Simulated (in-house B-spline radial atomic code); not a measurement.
The numbers below are computed, except where a source is named.
## Correlation energy from the adiabatic connection: −V exp(−r²/w²), V = 13.5, w = 4.0

Two electrons in a singlet, external potential −V exp(−r²/w²), V = 13.5, w = 4.0 (atomic units). Full CI in B-splines (partial waves to l = 8, correlation up to 0.6 % small) with the density held fixed gives W(λ) = <V_ee>_λ − U, and E_c is the integral of W(λ) − W(0) from 0 to 1.

```json
{"λ": "0", "W(λ) − W(0) (hartree)": "0.00000"}
{"λ": "0.02", "W(λ) − W(0) (hartree)": "-0.00198"}
{"λ": "0.05", "W(λ) − W(0) (hartree)": "-0.00491"}
{"λ": "0.12", "W(λ) − W(0) (hartree)": "-0.01155"}
{"λ": "0.25", "W(λ) − W(0) (hartree)": "-0.02321"}
{"λ": "0.4", "W(λ) − W(0) (hartree)": "-0.03567"}
{"λ": "0.6", "W(λ) − W(0) (hartree)": "-0.05077"}
{"λ": "0.8", "W(λ) − W(0) (hartree)": "-0.06437"}
{"λ": "1", "W(λ) − W(0) (hartree)": "-0.07666"}
```

(1) Integrate the table by the trapezoid rule.

(2) Now use only three numbers: W(0) = -0.82895, the initial slope W'(0) = -0.09957 (extrapolated from the first points) and the strong-coupling limit of the point-charge-plus-continuum model, W∞ = -1.1352. What do second-order theory and the interpolation W(λ) = W∞ + (W(0) − W∞)/√(1 + 2χλ) of Seidl, Perdew and Levy give?

## Answers

(1) The strips give -0.00002, -0.00010, -0.00058, -0.00226, -0.00442, -0.00864, -0.01151, -0.01410, which sum to -0.04164 hartree. The direct value, W(1) − W(0) + T_c with T_c = 0.03493, is -0.04173; the curve is convex, so chords lie above it and the trapezoids fall short in size by 0.23 %.

(2) Second order keeps the slope alone: E_c = W'(0)/2 = -0.04979, +19 % in size against -0.04173. Matching the slope fixes χ = W'(0)/(W∞ − W(0)) = -0.09957/(-0.30625) = 0.32513. Integrating, with s = √(1 + 2χ) = 1.284622, E_c = −(W(0) − W∞)(s − 1)/(s + 1) = −0.30625 × 0.284622/2.284622 = -0.03815 hartree, -8.6 % in size against the full result. At λ = 1 the formula gives W − W(0) = -0.06785 against -0.07666. Part of the miss can come from the model's W∞.
